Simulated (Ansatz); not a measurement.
`[CH3][GeH]1[CH]=[C]1O`, relaxed with RKS PBE0-D4/def2-TZVP in Ansatz 0.2.0 from a PBE-D4/def2-SVP geometry. The force threshold is 0.005 eV/Å; the program also tests the step.

Total charge 0; spin multiplicity 1.

Start:

```xyz
11

C     1.710    0.517   -0.926
Ge    0.288   -0.700   -0.329
C    -0.613   -0.466    1.372
C    -1.388   -0.042    0.352
O    -2.601    0.496    0.145
H     1.600    1.487   -0.404
H     1.646    0.681   -2.020
H     2.705    0.088   -0.691
H     0.351   -2.108   -0.985
H    -0.659   -0.554    2.469
H    -3.041    0.600    1.017
```

```json
{"step": "1", "energy (eV)": "-61760.8575", "largest force (eV/Å)": "0.880", "largest move (Å)": "0.000"}
{"step": "2", "energy (eV)": "-61760.9049", "largest force (eV/Å)": "0.262", "largest move (Å)": "0.025"}
{"step": "3", "energy (eV)": "-61760.9095", "largest force (eV/Å)": "0.026", "largest move (Å)": "0.011"}
{"step": "4", "energy (eV)": "-61760.9096", "largest force (eV/Å)": "0.016", "largest move (Å)": "0.004"}
{"step": "5", "energy (eV)": "-61760.9096", "largest force (eV/Å)": "0.009", "largest move (Å)": "0.006"}
{"step": "6", "energy (eV)": "-61760.9096", "largest force (eV/Å)": "0.004", "largest move (Å)": "0.004"}
{"step": "7", "energy (eV)": "-61760.9096", "largest force (eV/Å)": "0.004", "largest move (Å)": "0.006"}
```

End:

```xyz
11

C     1.698    0.513   -0.918
Ge    0.284   -0.691   -0.331
C    -0.607   -0.465    1.354
C    -1.369   -0.044    0.350
O    -2.579    0.493    0.162
H     1.577    1.477   -0.424
H     1.652    0.654   -1.999
H     2.674    0.099   -0.662
H     0.346   -2.082   -0.986
H    -0.663   -0.548    2.433
H    -3.013    0.594    1.020
```

Run time 30 s (4 threads of an Arm Neoverse V1 on a shared host); peak host memory 0.59 GiB.
